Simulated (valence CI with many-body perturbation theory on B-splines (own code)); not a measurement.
Energy levels of Ba⁷⁺

Calculated by valence CI with perturbative core correlation (CI+MBPT): three valence electrons over a frozen Dirac-Fock core [Kr] 4d10, a basis of 8 s, 8 p, 9 d, 9 f, 6 g, 3 h, 2 i functions for each j, with the one-electron correlation potential Σ1 (screened to all orders), the two-electron term Σ2, the three-electron term Σ3, Breit, model QED; selected single and double excitations, second order for the rest, scaled by the run's own slope (own B-spline code, finite nucleus).

Set against measurement, 58 paired levels are off by 850 cm⁻¹ on average, the worst by 3081. These come from a selection out of Sansonetti and Curry, J. Phys. Chem. Ref. Data 39, 043103 (2010). Levels without a partner in it may be off by more, other configurations by several thousand cm⁻¹. 3 measured levels below the end of the list, from 249919 cm⁻¹ on, found no clear computed partner, and computed levels of the same name lie up to 9005 cm⁻¹ from them.

Levels 46 to 75 of 75, with energies above the lowest level, 5s2.5p 2P°_1/2. "Leading %" is the weight of the configuration and term that name the level; weights of strongly mixed levels are sums over their largest components and can fall short. In the jj column 3d3/2^4 stands for four electrons in 3d with j = 3/2.

| No. | Configuration | Term | J | E (cm⁻¹) | Leading % | g | Leading jj |
| --- | --- | --- | --- | --- | --- | --- | --- |
| 46 | 5p3 | 2P° | 3/2 | 338640 | 57 | 1.305 | 5p3/2^3 (74 %) |
| 47 | 5s.5p.5d | 4F° | 7/2 | 341710 | 86 | 1.253 | 5s 5p1/2 5d5/2 (63 %) |
| 48 | 5s.5p.5d | 4P° | 5/2 | 347900 | 52 | 1.450 | 5s 5p1/2 5d5/2 (85 %) |
| 49 | 5s.5p.5d | 4D° | 3/2 | 349810 | 59 | 1.340 | 5s 5p1/2 5d3/2 (49 %) |
| 50 | 5s.5p.5d | 4D° | 1/2 | 350310 | 84 | 0.259 | 5s 5p1/2 5d3/2 (76 %) |
| 51 | 5s.5p.5d | 4F° | 9/2 | 354930 | 98 | 1.334 | 5s 5p3/2 5d5/2 (98 %) |
| 52 | 5s.5p.5d | 2F° | 5/2 | 360330 | 49 | 1.035 | 5s 5p1/2 5d5/2 (38 %) |
| 53 | 5s.5p.5d | 2D° | 3/2 | 362740 | 55 | 0.867 | 5s 5p3/2 5d3/2 (33 %) |
| 54 | 5s.5p.5d | 4D° | 7/2 | 365210 | 83 | 1.400 | 5s 5p3/2 5d5/2 (57 %) |
| 55 | 5s.5p.5d | 4D° | 5/2 | 366060 | 52 | 1.311 | 5s 5p3/2 5d3/2 (73 %) |
| 56 | 5s.5p.5d | 4P° | 1/2 | 366840 | 90 | 2.426 | 5s 5p3/2 5d3/2 (95 %) |
| 57 | 5s.5p.5d | 4P° | 3/2 | 367350 | 65 | 1.535 | 5s 5p3/2 5d3/2 (71 %) |
| 58 | 5s.5p.5d | 2D° | 5/2 | 372760 | 43 | 1.212 | 5s 5p3/2 5d5/2 (79 %) |
| 59 | 5s2.6p | 2P° | 1/2 | 380960 | 94 | 0.666 | 5s^2 6p1/2 (94 %) |
| 60 | 5s.5p.5d | 2F° | 7/2 | 383550 | 88 | 1.144 | 5s 5p3/2 5d5/2 (58 %) |
| 61 | 5s2.6p | 2P° | 3/2 | 386890 | 33 | 1.219 | 5s^2 6p3/2 (33 %) |
| 62 | 5s2.6p | 2P° | 3/2 | 391340 | 60 | 1.245 | 5s^2 6p3/2 (60 %) |
| 63 | 4f.5p2 | 4G° | 5/2 | 391440 | 54 | 0.781 | 4f5/2 5p1/2^2 (76 %) |
| 64 | 4f2.5s | 4H | 7/2 | 394100 | 99 | 0.666 | 4f5/2^2 5s (79 %) |
| 65 | 4f.5p2 | 4G° | 7/2 | 394450 | 28 | 1.136 | 4f7/2 5p1/2^2 (79 %) |
| 66 | 4f2.5s | 4H | 9/2 | 394590 | 99 | 0.969 | 4f5/2 4f7/2 5s (64 %) |
| 67 | 4f2.5s | 4H | 11/2 | 395190 | 100 | 1.132 | 4f5/2 4f7/2 5s (79 %) |
| 68 | 4f2.5s | 4H | 13/2 | 395890 | 100 | 1.231 | 4f7/2^2 5s (84 %) |
| 69 | 5s.5p.5d | 2F° | 7/2 | 398540 | 77 | 1.156 | 5s 5p3/2 5d5/2 (51 %) |
| 70 | 4f2.5s | 4F | 3/2 | 398750 | 99 | 0.399 | 4f5/2^2 5s (60 %) |
| 71 | 4f2.5s | 4F | 5/2 | 399040 | 99 | 1.028 | 4f5/2 4f7/2 5s (67 %) |
| 72 | 5s.5p.5d | 2F° | 5/2 | 399120 | 59 | 0.921 | 5s 5p3/2 5d3/2 (61 %) |
| 73 | 4f2.5s | 4F | 7/2 | 399410 | 99 | 1.237 | 4f5/2 4f7/2 5s (87 %) |
| 74 | 5s.5p.5d | 2P° | 1/2 | 399450 | 77 | 0.649 | 5s 5p3/2 5d5/2 (71 %) |
| 75 | 4f2.5s | 4F | 9/2 | 399810 | 97 | 1.329 | 4f5/2 4f7/2 5s (48 %) |

Names give the largest LS component (configuration and term), which can be under half, so a name can repeat, a term be missing and a line seem to break the LS rules; names also repeat where a configuration has a term twice.
